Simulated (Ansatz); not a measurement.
```yaml
crystal:
  periodic: [false, false, false]
  atoms:
    - {symbol: Ru, position_ang: [0.033019, 0.030509, -0.228519]}
    - {symbol: O, position_ang: [-1.524059, -0.850210, 0.325896]}
    - {symbol: O, position_ang: [1.668561, 0.460968, -0.188708]}
basis:
  gaussian: {orbitals: def2-SVP}
total_charge: -1
magnetization: {spin_polarized: true, initial_magnetization: 1}
hamiltonian: {xc: {name: LC-wPBE}}
accuracy: high
scf: {omitted_lower_state_checks: [starts]}
output: {forces: true}
```

```sh
$ ansatz run in.yaml --threads 4 --pin off --events-out ev --progress --plain --max-ram 3916MiB
```

It prints (some lines left out):

```
Functional definition: LC-wPBE
1183 factors; integrals over basis functions are off by at most 5.1e-9 eV
352 factors; integrals over basis functions are off by at most 1.4e-9 eV
mean field evaluation 1: about -6663.8272 eV, gradient 3.5e1 eV
mean field evaluation 2: about -6622.9586 eV, gradient 1.1e2 eV
mean field evaluation 4: about -6669.0014 eV, gradient 9.3e0 eV
mean field evaluation 8: about -6669.4027 eV, gradient 5.9e-1 eV
mean field evaluation 16: about -6669.8643 eV, gradient 3.7e-2 eV
mean field -6669.86479766 eV, -245.1130103171 hartree, gradient 2.0e-8 eV, S^2 0.782857; 0 other end points of the search recorded, 0 dependent functions left out
reference -6669.86479766 eV, -245.1130103171 hartree; 17, 16 occupied and 42, 43 virtual orbitals, 1183 factors
Total energy: -6669.86479766 eV, -245.1130103171 hartree
Atom 0 at     0.033019     0.030509    -0.228519 Å, force    -3.308906    -2.500914     1.969738 eV/Å
Atom 1 at    -1.524059    -0.850210     0.325896 Å, force     4.819296     2.814289    -1.827136 eV/Å
Atom 2 at     1.668561     0.460968    -0.188708 Å, force    -1.510390    -0.313375    -0.142603 eV/Å
Dipole moment:     0.211707     0.184705    -0.157086 e Å
Checks for a lower state left out: starts
```

It took 3.4 s on 4 threads of Arm Neoverse V2 on a shared host.

In the def2 sets Ru takes a core potential; there is no spin–orbit coupling. LC-ωPBE has ω = 0.4 bohr⁻¹. The highest occupied level of an anion often lies above zero with these methods, and sets without diffuse functions describe the outer electron poorly.

The dipole of an ion depends on the origin.
